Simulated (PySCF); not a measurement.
Structure problem from calculated spectra and properties.

Elements present: C, Cl, F, H and O. Monoisotopic mass: 136.0091 u.

| Item | Value |
| --- | --- |
| UV, first state | lowest singlet excitation: 5.15 eV (241 nm, f = 0.000) [TDDFT CAM-B3LYP/def2-SVPD] |
| UV, strongest line | among the 8 lowest singlet transitions: S3 at 6.84 eV (181 nm, f = 0.155) [TDDFT CAM-B3LYP/def2-SVPD] |
| 1H NMR | chemical shifts (computed TMS as zero) by class: 4.91 (1 H), 1.70 (3 H), 1.50 (1 H), 1.25 (1 H) ppm [GIAO PBE0/pcSseg-1] |
| Rotational structure | rotational constants A, B, C: 3.148, 1.143, 0.967 GHz [GFN2-xTB] |
| 13C NMR | chemical shifts (computed TMS as zero) by class: 187.4 (1 C), 84.1 (1 C), 34.5 (1 C), 28.6 (1 C), 17.8 (1 C) ppm [GIAO PBE0/pcSseg-1] |
| Polarisability | 74.3 au [CAM-B3LYP/def2-SVPD] |
| Dipole | 2.13 D [CAM-B3LYP/def2-SVPD] |

Gas-phase values; electronic properties from PySCF, density fitting. Levels stand in brackets. Isolated species at its GFN2-xTB geometry (one conformer only). NMR values are class means; diastereotopic atoms form classes of their own.

Question: Which formula fits the mass and the elements?

Answer: C5H6ClFO (calculated 136.0091). No other formula that holds each of these elements comes within 0.0003 u with a fitting electron parity and a possible valence count.

Question: Propose a structure and show how it fits.

Answer: Numbering: `[CH3:1][C@@:2]1([C:3](=[O:4])[Cl:5])[CH2:6][C@H:7]1[F:8]`. Its formula, C5H6ClFO, gives 2 degrees of unsaturation: 1 ring and 1 π bond in the structure found. 5 carbons fall into 5 classes; from least to most shielded: acyl halide carbon [C3] (187.4 ppm), sp3 C–F carbon [C7] (84.1 ppm), sp3 carbon next to a carbonyl [C2] (34.5 ppm), three-membered-ring carbon [C6] (28.6 ppm), methyl carbon [C1] (17.8 ppm). Hydrogen classes from least to most shielded: 1 H on an sp3 C–F carbon, C7 (4.91 ppm), 3 H on a methyl carbon, C1 (1.70 ppm, a mean of values up to 1.0 ppm apart in this geometry), 1 H on a three-membered-ring carbon, C6 (1.50 ppm), 1 H on a three-membered-ring carbon, C6 (1.25 ppm). The optimised geometry has point group C1 and is an asymmetric top. Structure: `C[C@@]1(C(=O)Cl)C[C@H]1F`. Computed isomers that give other values at the same levels: `CO[C@@H]1C/C1=C(\F)Cl` (rotational constant A: 2.416 GHz; this holds for the one conformer computed); `F[C@H](Cl)COC1=CC1` (13C chemical shifts (computed TMS as zero) by class: 146.9 (1 C), 110.6 (1 C), 79.1 (1 C), 69.1 (1 C), 18.1 (1 C) ppm); `C/C(F)=C(/C)C(=O)Cl` (13C chemical shifts (computed TMS as zero) by class: 187.3 (1 C), 178.4 (1 C), 118.0 (1 C), 24.4 (1 C), 16.3 (1 C) ppm). The assignments are read from this structure; whether some other isomer fits the data as well wasn't checked. The mirror image fits equally.

Shape of the structure used: `[CH3:1][C@@:2]1([C:3](=[O:4])[Cl:5])[CH2:6][C@H:7]1[F:8]`: C1–C2–C3–O4 180°.
